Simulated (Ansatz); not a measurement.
Total energies of BiH2I from Ansatz at CCSD(T)/def2-TZVPD, gas phase (1 Eh = 27.2114 eV = 2625.5 kJ/mol). The reference geometry is relaxed at PBE-D4/def2-TZVP.

```json
{"state": "charge 0 singlet", "geometry": "reference", "energy (Eh)": "-512.31477"}
{"state": "charge -1 doublet", "geometry": "reference", "energy (Eh)": "-512.33762"}
{"state": "free Bi atom (quartet)", "geometry": "–", "energy (Eh)": "-213.94412"}
{"state": "free H atom (doublet)", "geometry": "–", "energy (Eh)": "-0.49981"}
{"state": "free I atom (doublet)", "geometry": "–", "energy (Eh)": "-297.11301"}
```

In the def2 sets Bi, I take a core potential; there is no spin–orbit coupling. Correlated methods freeze 8 core orbitals; core or outer-core shells of Bi, I are correlated, in sets that lack core-valence functions.

Question: Work out the vertical electron affinity, to the doublet.

Answer: E(charge 0 singlet) − E(charge -1 doublet) = -512.31477 − (-512.33762) = 0.02285 Eh = 0.62 eV.

Question: What is the binding energy per atom against free atoms?

Answer: Atoms: 1 × (-213.94412) + 2 × (-0.49981) + 1 × (-297.11301) = -512.05675 Eh. Binding: -512.05675 − (-512.31477) = 0.25802 Eh = 7.02 eV, or 1.76 eV for each of 4 atoms (no zero-point energy, no counterpoise term).
